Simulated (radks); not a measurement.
Results of a calculation; reference values are marked as such.
Hf3+, configuration [Xe] 4f13.5 5d1 6s0.5 (fractional occupations, a model configuration). Level of theory: Dirac Kohn-Sham, PBE, spin-unpolarised, spherical densities, finite nucleus; open shells fill j = l - 1/2 first; Fermi nuclear charge, rms radius 5.347 fm (a radial shooting solver on a logarithmic mesh with Libxc functionals).

Radial electron density D(r) = 4 pi r^2 rho(r):

```
   r/bohr * D(r) (the largest magnitude, 130, reaches the edge; | marks zero)
0.0006951 | *
0.0009345 |  *
 0.001266 |   *
 0.001703 |      *
 0.002308 |         *
 0.003103 |              *
 0.004171 |                    *
 0.005653 |                            *
 0.007601 |                                   *
   0.0103 |                                        *
  0.01385 |                                          *
  0.01862 |                                       *
  0.02524 |                                     *
  0.03393 |                                         *
  0.04598 |                                                  *
  0.06182 |                                                      *
  0.08312 |                                              *
   0.1126 |                                          *
   0.1514 |                                                 *
   0.2053 |                                          *
    0.276 |                          *
    0.371 |                           *
   0.5028 |                           *
    0.676 |               *
   0.9162 |       *
    1.232 |    *
    1.656 | *
    2.245 |*
    3.018 *
     4.09 *
    5.499 *
    7.393 *
```

D(r) has 4 maxima, at r = 0.0131, 0.0585, 0.163, 0.435 bohr, and minima at 0.0252, 0.106, 0.309 bohr, inside which lie 2.01, 11.13, 29.82 electrons.
